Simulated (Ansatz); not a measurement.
Geometry optimisation, RKS PBE/def2-SVP in Ansatz.

input.yaml

```yaml
crystal:
  periodic: [false, false, false]
  atoms:
    - { symbol: Ta, position_ang: [-0.354837, 0.609504, 0.155475] }
    - { symbol: O, position_ang: [2.61474, -0.592637, 0.232308] }
    - { symbol: H, position_ang: [2.767172, -0.942998, 1.13237] }
    - { symbol: Cl, position_ang: [-0.634928, 0.120308, 2.703905] }
    - { symbol: Cl, position_ang: [0.231442, 0.929993, -2.043266] }
    - { symbol: Cl, position_ang: [-2.345334, 1.72079, 0.112612] }
    - { symbol: Cl, position_ang: [-0.731718, -1.662925, -0.037346] }
    - { symbol: O, position_ang: [1.04697, 1.702251, 0.934498] }
    - { symbol: Al, position_ang: [1.208101, 1.604289, 2.776513] }
    - { symbol: H, position_ang: [2.478358, 0.705646, 3.155181] }
    - { symbol: H, position_ang: [0.775096, 2.921956, 3.555938] }
    - { symbol: H, position_ang: [2.730336, 0.383922, 0.363112] }
basis:
  gaussian: { orbitals: def2-SVP }
hamiltonian:
  xc: pbe
relax:
  f_tol: 0.03
  max_steps: 50
```

Launched with:

```bash
$ ansatz run input.yaml --threads 4 --pin off --max-ram 5120MiB --backend cpu --events-out ev --progress --plain --runs-dir out
```

**Question.** Where does it end, and by what steps?

**Answer.** The run converged. After 15 steps the energy has fallen by 0.796 eV; H12 moved furthest, 1.00 Å. Joined: Ta1–O2 (3.20 → 2.25 Å).

```tsv
step	energy less start (eV)	largest force component (eV/Å)	accepted
0	0.0000	2.127	yes
1	-0.2001	1.057	yes
2	-0.3444	1.181	yes
3	-0.4681	0.973	yes
4	-0.5254	1.044	yes
5	-0.5886	1.156	yes
6	-0.6289	0.875	yes
7	-0.6824	0.679	yes
8	-0.7289	0.658	yes
9	-0.7162	1.239	no
10	-0.7635	0.334	yes
11	-0.7851	0.197	yes
12	-0.7918	0.285	yes
13	-0.7940	0.239	yes
14	-0.7950	0.166	yes
15	-0.7960	0.021	yes
```

```xyz
12
Properties=species:S:1:pos:R:3
Ta -0.018 0.603 0.061
O 2.013 -0.265 0.483
H 2.007 -1.238 0.603
Cl -0.289 0.042 2.781
Cl 0.552 1.056 -2.116
Cl -2.219 1.273 -0.004
Cl -0.434 -1.737 -0.089
O 0.763 2.008 0.967
Al 1.240 1.733 2.727
H 2.676 0.954 2.564
H 1.040 2.909 3.771
H 2.456 0.161 1.294
```

Whether the end is a true minimum wasn't checked by a vibrational analysis.

The run took 110 s on 4 threads of Arm Neoverse N1, on a shared host, peak memory 0.3 GiB.
